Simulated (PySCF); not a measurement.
A PySCF script (with the pyscf-properties extension) for the NMR shieldings of SMILES C=Cc1pc(C=C)c([SiH3])[p-]1, [C7H9P2Si]-, on a GFN2-xTB geometry:

```python
import basis_set_exchange as bse
import numpy as np
from pyscf import gto, dft
from pyscf.prop import nmr

atoms = """
C     4.096756   -0.530776   -0.344359
C     3.141514   -0.196164    0.524250
C     1.734766   -0.121932    0.241658
P     0.621879    0.307131    1.520841
C    -0.812408    0.199178    0.508674
C    -2.132164    0.447912    1.028601
C    -2.425487    0.831852    2.270761
C    -0.607584   -0.151959   -0.830400
Si   -1.957039   -0.297934   -2.107132
P     1.039359   -0.442678   -1.338902
H     5.140467   -0.565831   -0.070102
H     3.849276   -0.780547   -1.364262
H     3.415842    0.050044    1.547942
H    -2.941817    0.299861    0.317493
H    -1.644380    0.990100    2.997416
H    -3.440957    0.995029    2.599035
H    -1.396477   -0.636333   -3.419964
H    -2.728512    0.949670   -2.289308
H    -2.962837   -1.337372   -1.799703
"""
names = dict.fromkeys(["C", "P", "Si", "H"], "pcSseg-1")
basis = {el: gto.basis.parse(bse.get_basis(n, elements=[el], fmt="nwchem")) for el, n in names.items()}
mol = gto.M(atom=atoms, basis=basis, charge=-1, verbose=0)
mf = dft.RKS(mol, xc="PBE0")
mf.grids.level = 2
mf.grids.alignment = dft.numint.BLKSIZE   # the property module wants whole blocks of grid points
mf.conv_tol = 1e-9
mf.kernel()

calc = nmr.RKS(mf)   # GIAO
C = mf.mo_coeff
Co = C[:, mf.mo_occ > 0]
resp = mf.gen_response(singlet=True, hermi=2)
def vind(x):   # induced exchange potential for any number of trial vectors
    d = np.einsum("pi,xij,qj->xpq", C, 2 * x.reshape(-1, C.shape[1], Co.shape[1]), Co, optimize=True)
    return np.einsum("xpq,pi,qj->xij", resp(d - d.transpose(0, 2, 1)), C, Co, optimize=True).ravel()
mo1, _ = nmr.rhf.solve_mo1(calc, with_cphf=vind)
sigma = calc.kernel(mo1)
for i, s in enumerate(sigma):   # ppm
    w = np.linalg.eigvalsh((s + s.T) / 2)
    print("%2d %-2s iso %8.1f  s11 %8.1f  s22 %8.1f  s33 %8.1f" % (i, mol.atom_pure_symbol(i), w.mean(), *w))
```

**Question.** Give the expected output.

**Answer.** 
```
 0 C  iso     87.8  s11     -7.1  s22    113.0  s33    157.5
 1 C  iso     37.8  s11    -80.5  s22     43.3  s33    150.6
 2 C  iso     -7.5  s11   -148.4  s22    -14.3  s33    140.1
 3 P  iso     89.9  s11   -132.2  s22     54.5  s33    347.3
 4 C  iso     14.6  s11    -86.9  s22      2.9  s33    127.9
 5 C  iso     37.8  s11    -76.1  s22     49.4  s33    140.1
 6 C  iso     85.6  s11    -10.3  s22    110.9  s33    156.2
 7 C  iso     40.5  s11    -67.2  s22     39.0  s33    149.9
 8 Si iso    443.3  s11    403.9  s22    441.6  s33    484.5
 9 P  iso    108.8  s11    -90.6  s22     81.0  s33    336.1
10 H  iso     27.5  s11     25.5  s22     25.8  s33     31.3
11 H  iso     25.6  s11     22.0  s22     25.2  s33     29.5
12 H  iso     24.4  s11     21.4  s22     22.9  s33     28.9
13 H  iso     24.7  s11     21.7  s22     21.8  s33     30.5
14 H  iso     25.6  s11     21.7  s22     25.4  s33     29.7
15 H  iso     27.4  s11     25.4  s22     25.5  s33     31.2
16 H  iso     27.4  s11     23.1  s22     27.1  s33     31.9
17 H  iso     27.1  s11     23.6  s22     25.4  s33     32.4
18 H  iso     27.1  s11     23.6  s22     25.3  s33     32.4
```

These numbers come from an equivalent density-fitted implementation of the same equations, which agrees with the script to about 0.01 ppm for H and up to a few tenths of a ppm for heavy atoms, so last digits may differ.

**Question.** Turn these shieldings into chemical shifts. δ = σ(ref) − σ, references computed at the same level: 13C (186.93 ppm), 29Si (349.16 ppm), 1H (31.72 ppm) against TMS; 31P (318.38 ppm) against H3PO4.

**Answer.** Averaging equivalent atoms: C 2: 194.5; C 4: 172.3; C 1: 149.1; C 5: 149.1; C 7: 146.4; C 6: 101.3; C 0: 99.1; P 3: 228.5; P 9: 209.6; Si 8: -94.2; H 12: 7.32; H 13: 7.06; H 11: 6.13; H 14: 6.12; H 16/17/18: 4.52; H 15: 4.33; H 10: 4.18 ppm. Experimental scales use liquid or dissolved standards, which lie at an offset from isolated H3PO4.

Size and cost of the density-fitted run: 236 basis functions, 56 s wall time on 1 thread of an Arm Neoverse V2, shared host; peak memory 1.1 GiB.
